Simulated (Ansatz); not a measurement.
A nudged elastic band was laid between two geometries of H$_{6}$OSSi$_{3}$ (11 atoms, charge 0, multiplicity 1).

Computed with RKS B3LYP-D4/def2-SVP (Ansatz 0.2.0).

```yaml
movable_images: 5
climbing_image: yes
spring: 5.0 eV/Å²
optimiser: quadratic models (default)
start_path: through a guess of the saddle point
force_threshold: 0.05 eV/Å
iteration_limit: 60
end_points: relaxed
```

Image 0:

```xyz
11
Properties=species:S:1:pos:R:3
O -1.800 1.918 0.694
Si -0.300 1.347 0.249
Si 0.410 -0.762 1.049
Si 0.778 -1.154 -1.245
S -0.236 0.690 -1.840
H -2.551 1.321 0.580
H 0.605 2.498 0.491
H 1.559 -0.859 1.997
H -0.733 -1.573 1.572
H 0.122 -2.341 -1.866
H 2.211 -1.143 -1.660
```

Image 6:

```xyz
11
Properties=species:S:1:pos:R:3
O -1.745 1.887 1.300
Si -0.099 1.703 1.020
Si 0.091 -0.782 1.162
Si 0.913 -0.894 -1.027
S -0.305 0.829 -1.757
H -2.321 1.118 1.395
H 0.700 1.553 -2.302
H 1.010 -1.435 2.147
H -1.212 -1.532 1.171
H 0.700 -2.052 -1.942
H 2.334 -0.452 -1.146
```

**Question.** What changes between the two ends?

**Answer.** Bonds broken: Si2–S5, Si2–H7. Bonds formed: S5–H7.

**Question.** What energy profile does the band end with?

**Answer.** It converged. The highest image is number 4 of 0 to 6, 2.36 eV above the first end and 0.56 eV above the last; the last end lies 1.79 eV above the first. Neighbouring images differ by up to 1.4 eV, so the band resolves the path poorly. A vibrational analysis at the climbing image gives one clearly imaginary mode, 895i cm⁻¹: a first-order saddle point. The orbitals stay closed-shell, which can raise the energy where a bond breaks towards radicals; this wasn't checked here.

| image | path coordinate (Å) | energy (eV) | Si2–S5 (Å) | Si2–H7 (Å) | S5–H7 (Å) |
| --- | --- | --- | --- | --- | --- |
| 0 | 0.00 | 0.00 | 2.19 | 1.48 | 3.07 |
| 1 | 0.74 | 0.02 | 2.19 | 1.48 | 3.06 |
| 2 | 1.48 | 0.10 | 2.20 | 1.48 | 2.96 |
| 3 | 2.22 | 1.00 | 2.34 | 1.46 | 2.38 |
| 4 | 2.97 | 2.36 | 2.74 | 1.63 | 1.71 |
| 5 | 3.88 | 1.91 | 3.17 | 2.60 | 1.36 |
| 6 | 4.79 | 1.79 | 2.92 | 3.42 | 1.35 |

**Question.** What is the geometry of the highest image?

**Answer.** 
```xyz
11
Properties=species:S:1:pos:R:3:forces:R:3
O -1.618 2.053 1.126 0.00 0.00 0.00
Si -0.113 1.540 0.629 0.00 0.00 0.00
Si 0.234 -0.802 0.999 0.00 0.00 0.00
Si 0.923 -1.009 -1.226 0.00 0.00 0.00
S -0.421 0.556 -1.913 0.00 0.00 0.00
H -2.255 1.391 1.424 0.00 0.00 0.00
H 0.272 1.785 -0.938 0.00 0.00 0.00
H 1.116 -1.174 2.146 0.00 0.00 0.00
H -1.095 -1.472 1.149 0.00 0.00 0.00
H 0.660 -2.276 -1.966 0.00 0.00 0.00
H 2.361 -0.650 -1.410 0.00 0.00 0.00
```

The band took 30 iterations and of the order of 18 core-minutes.

The run took 9.1 min on 2 threads of Arm Neoverse V1, with other jobs on the host, peak memory 0.29 GiB.
